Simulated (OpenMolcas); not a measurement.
**S⁴⁺: effect of the basis set**

| Property | Result |
| --- | --- |
| Program | OpenMolcas |
| Method | MS-RASPT2, IPEA 0.25 Eh, imaginary shift 0.1 Eh (closed shells correlated: 2s 2p) |
| Active space | 2 electrons in 9 orbitals (RAS2 3s 3p; RAS3 3d, at most 2 electrons) |
| State averaging | 2S+1 = 3 even, 3 roots; 2S+1 = 1 even, 7 roots; 2S+1 = 3 odd, 3 roots; 2S+1 = 1 odd, 3 roots |
| Spin-orbit coupling | RASSI with atomic mean-field integrals over the reference wave functions, term energies averaged over their components |

A. ANO-RCC-VTZP [5s4p2d1f], DKH2, point nucleus; CASPT2 step roughly 6 core-seconds
B. ANO-R2 [5s4p3d1f], X2C, finite nucleus; CASPT2 step roughly 6 core-seconds
C. ANO-RCC-VQZP [6s5p3d2f1g], DKH2, point nucleus; CASPT2 step roughly 6 core-seconds
D. ANO-RCC [8s7p5d4f2g], DKH2, point nucleus; CASPT2 step of the order of 23 core-seconds

Energies in cm⁻¹ above 3s² ¹S₀, the measured ground level; measured values from NIST levels in Podobedova, Kelleher and Wiese, J. Phys. Chem. Ref. Data 38, 171 (2009); Martin, Zalubas and Musgrove, J. Phys. Chem. Ref. Data 19, 821 (1990).

| Level | A | B | C | D | Measured |
| --- | --- | --- | --- | --- | --- |
| 3s² ¹S₀ | 0.0 | 0.0 | 0.0 | 0.0 | 0.0 |
| 3s 3p ³P°₀ | 82220 | 82930 | 82440 | 83140 | 83024 |
| 3s 3p ³P°₁ | 82540 | 83250 | 82760 | 83470 | 83394 |
| 3s 3p ³P°₂ | 83210 | 83920 | 83430 | 84150 | 84155 |
| 3s 3p ¹P°₁ | 128650 | 126910 | 128330 | 127610 | 127151 |
| 3p² ¹D₂ | 194490 | 193630 | 194750 | 194490 | 193739 |
| 3p² ³P₀ | 200090 | 200010 | 200310 | 200580 | 199967 |
| 3p² ³P₁ | 200430 | 200360 | 200650 | 200940 | 200371 |
| 3p² ³P₂ | 201110 | 201030 | 201330 | 201630 | 201146 |

Deviations, from unrounded energies. A percentage is the sum of absolute deviations over the sum of measured energies, with the sign that they share, or ± where signs differ.

```
           Against measurement  Levels     A     B     C     D
mean absolute deviation (cm-1)       8   630   120   620   380
      other configurations (%)       8  ±0.4  ±0.1  ±0.4  ±0.3
```

B lies closest to measurement on these levels and A furthest from it. The largest miss of B in the table is 3s 3p ¹P°₁, by -240 cm-1. The ranking rests on the paired levels alone, and a cruder setting can come out closer through cancelling errors.

Among A to D the level of the table that moves most is 3s 3p ¹P°₁, by 1700 cm-1 (lowest in B, highest in A). Moves below CASPT2's spread within the term are not significant.

CASPT2 breaks the degeneracy within a term, and the mean is taken; among the terms shown or strongly mixed into the levels shown the widest spread is 12 cm-1 (3p² ¹D, D). Active for correlation alone: 3d; no level in the range computed is led by a configuration that fills it, so any true level of that kind is missing. Some terms mix strongly with configurations of 3d, whose occupation reaches 0.23 (3p² ¹D) (figures for A; the like holds for B, C, D). Computed and measured levels are paired by configuration, term and J; levels that our copy of the source lacks, or whose pairing is in doubt (as where it misses far off the trend of its configuration), stay unpaired and out of the deviations. Only configurations of the active space appear. The table leaves out levels that lie high or whose names do not pair safely across all columns.

° marks odd parity.
